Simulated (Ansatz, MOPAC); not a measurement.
System: CH6BN2, net charge 0, doublet state. SMILES: [CH2]B(N)N

Atoms: C1, B2, N3, N4, H5, H6, H7, H8, H9, H10. Bonds: C1-B2, C1-H5, C1-H6, B2-N3, B2-N4, N3-H7, N3-H8, N4-H9, N4-H10.

Bond lengths (Å) and angles (degrees) optimised at PM3 with MOPAC; PBE/6-31G* with Ansatz (a program for electronic structure); B3LYP/6-31G* with Ansatz, each started from the B3LYP-D3(BJ)/def2-TZVP structure (Ansatz) of the last column. A row stands for all coordinates that are equal there; 8 of 12 kinds are shown. 6-31G* holds six Cartesian d functions. At PM3 the structure is a saddle point. No wavenumbers were computed at PBE/6-31G*, so these may be saddle points.

| coordinate | PM3 | PBE/6-31G* | B3LYP/6-31G* | B3LYP-D3(BJ)/def2-TZVP |
|---|---|---|---|---|
| C1-B2 | 1.499 | 1.549 | 1.550 | 1.543 |
| C1-H5 | 1.084 | 1.098 | 1.090 | 1.085 |
| B2-N3 | 1.446 | 1.435 | 1.428 | 1.423 |
| N3-H7 | 0.990 | 1.016 | 1.010 | 1.005 |
| N3-H8 | 0.989 | 1.015 | 1.008 | 1.004 |
| C1-B2-N3 | 120.2 | 119.6 | 119.6 | 119.7 |
| N3-B2-N4 | 119.6 | 120.8 | 120.7 | 120.7 |
| B2-C1-H5 | 123.4 | 123.3 | 123.2 | 123.0 |

Mean signed difference of all 9 bond lengths from B3LYP-D3(BJ)/def2-TZVP: PM3 -0.007 Å, PBE/6-31G* 0.011 Å, B3LYP/6-31G* 0.005 Å.
